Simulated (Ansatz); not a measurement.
Consider the redistribution: `O[SiH]1[SiH2]CS1` + `[SiH3][SiH2]BS` → `C1[SiH2][SiH2]S1` + `OB(S)[SiH2][SiH3]`.

Calculated with Ansatz (gas phase, PBE0-D4/def2-TZVP geometries, no zero-point term in ΔE). CBS: MP2 limit from def2 TZ/QZ plus the TZ coupled-cluster correction, frozen cores. Each species was taken in one conformer, which may not be the lowest.

```json
{"species": "`O[SiH]1[SiH2]CS1`", "CCSD(T)/def2-TZVPP energy (Eh)": "-1092.68179"}
{"species": "`[SiH3][SiH2]BS`", "CCSD(T)/def2-TZVPP energy (Eh)": "-1004.83741"}
{"species": "`C1[SiH2][SiH2]S1`", "CCSD(T)/def2-TZVPP energy (Eh)": "-1017.48800"}
{"species": "`OB(S)[SiH2][SiH3]`", "CCSD(T)/def2-TZVPP energy (Eh)": "-1080.03565"}
```

**Question.** Work out ΔE.

**Answer.** ΔE = (-1017.48800) + (-1080.03565) − (-1092.68179) − (-1004.83741) = -0.00445 Eh = -11.7 kJ/mol. CCSD(T)/CBS gives -9.1 kJ/mol.

Largest T1 diagnostic among the species: 0.016.
